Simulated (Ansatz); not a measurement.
Relaxation of GaH4NO (7 atoms, charge 0, multiplicity 1), to a largest force component of 0.02 eV/Å in at most 40 steps.

Computed with Ansatz 0.2.0, RKS PBE/def2-SVP.

```xyz
7
Properties=species:S:1:pos:R:3
Ga 0.000 0.000 0.000
N 0.000 0.000 1.930
H -0.877 -0.271 2.460
H 0.877 0.271 2.460
H 1.360 0.000 -0.785
O -1.550 0.000 -0.895
H -2.060 -0.847 -0.686
```

Problem. Where does it end, and by what steps?

Solution. The forces met the threshold. After 7 steps the energy has fallen by 0.407 eV; H7 moved furthest, 0.44 Å.

| step | energy less start (eV) | largest force component (eV/Å) | accepted |
| --- | --- | --- | --- |
| 0 | 0.0000 | 1.960 | yes |
| 1 | -0.2530 | 1.116 | yes |
| 2 | -0.2932 | 1.381 | yes |
| 3 | -0.3568 | 0.823 | yes |
| 4 | -0.4020 | 0.203 | yes |
| 5 | -0.4053 | 0.092 | yes |
| 6 | -0.4073 | 0.033 | yes |
| 7 | -0.4074 | 0.007 | yes |

```xyz
7
Properties=species:S:1:pos:R:3
Ga 0.088 -0.040 0.004
N -0.031 -0.043 1.825
H -0.882 -0.220 2.362
H 0.768 0.138 2.435
H 1.402 0.236 -0.788
O -1.406 -0.377 -0.956
H -2.189 -0.540 -0.399
```

Whether the end is a true minimum wasn't checked by a vibrational analysis.

The run took 9.9 s on 2 threads of Arm Neoverse V1, with other jobs on the host, peak memory 0.12 GiB.
